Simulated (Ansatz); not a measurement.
Calculated with Ansatz (gas phase, PBE0-D4/def2-TZVP geometries, no zero-point term in ΔE). CCSD(T)/CBS is the MP2 limit (def2-TZVPP, def2-QZVPP) plus CCSD(T) − MP2 in def2-TZVPP, frozen cores. DFT in def2-TZVPP. For Ga outer-core shells are correlated without core-valence functions, which leaves a few kJ/mol of doubt a bond. Scalar relativity is left out up to krypton. Each species was taken in one conformer, which may not be the lowest.

Consider the cleavage of the B–Al bond: `[BH2][AlH][BH]O` + `[SiH3][GaH][SH]` → `B[S][GaH][SiH3]` + `O[BH][AlH2]`.

`[BH2][AlH][BH]O`:

Z-matrix (Å, degrees):
```
B
Al 1 2.113
H 1 1.201 2 122.9
H 1 1.202 2 123.0 3 178.5
B 2 2.153 1 122.9 3 -91.7
H 2 1.602 1 118.1 3 90.7
O 5 1.357 2 119.3 1 87.2
H 5 1.212 2 123.3 1 -92.5
H 7 0.962 5 113.8 2 179.7
```

`[SiH3][GaH][SH]`:

Cartesian coordinates in Å:
```
Si 0.839 -0.713 -0.727
Ga -0.535 1.105 0.038
S -1.709 0.836 1.884
H 0.723 -1.886 0.182
H 2.269 -0.299 -0.781
H 0.432 -1.137 -2.096
H -0.725 2.515 -0.614
H -1.295 -0.421 2.115
```

`B[S][GaH][SiH3]`:

Z-matrix (Å, degrees):
```
Si
Ga 1 2.409
H 1 1.488 2 110.5
H 1 1.488 2 110.4 3 120.4
H 1 1.489 2 110.2 3 -119.8
S 2 2.237 1 118.7 3 -60.1
H 2 1.569 1 128.5 3 119.9
B 6 1.779 2 101.7 1 0.2
H 8 1.194 6 117.4 2 180.0
H 8 1.196 6 121.8 2 -0.0
```

`O[BH][AlH2]`:

```xyz
7

O    -0.776    0.220    1.527
B    -0.646   -0.286    0.274
Al    1.065    0.261   -0.902
H    -1.570   -0.076    1.984
H    -1.518   -1.032   -0.118
H     1.042    1.524   -1.876
H     2.402   -0.611   -0.890
```

(1) Is it downhill or uphill in electronic energy at CCSD(T)/CBS, and by how much? (Estimate.)

(2) What do these levels give: revPBE-D4, ωB97M-V, r2SCAN0, BHLYP, RPA@PBE/def2-TZVPP, HF/CBS(def2)? (Best estimate.)

Largest T1 diagnostic among the species: 0.014.

## Answers

(1) Computed: Downhill: ΔE = -110.3 kJ/mol.

(2) The calculation gave: revPBE-D4 -107.9, ωB97M-V -113.0, r2SCAN0 -109.6, BHLYP -107.2, RPA@PBE/def2-TZVPP -110.9, HF/CBS(def2) -103.8 kJ/mol.

In def2-TZVPP, CCSD(T) changes the Hartree–Fock value by −6.5 kJ/mol (the triples alone add −3.2 kJ/mol) and MP2 by −17.8 kJ/mol. The D4 term adds −6.3 kJ/mol with B3LYP and −3.3 kJ/mol with PBE0; it sums over pairs of atoms, weighted by their polarisabilities, and B3LYP, whose exchange is more repulsive, gets the larger term. From PBE to PBE0 (25 % exact exchange), in def2-TZVPP and without D4, ΔE moves by −3.0 kJ/mol.

B3LYP here is the variant with VWN-RPA as its local correlation; programs differ in this.
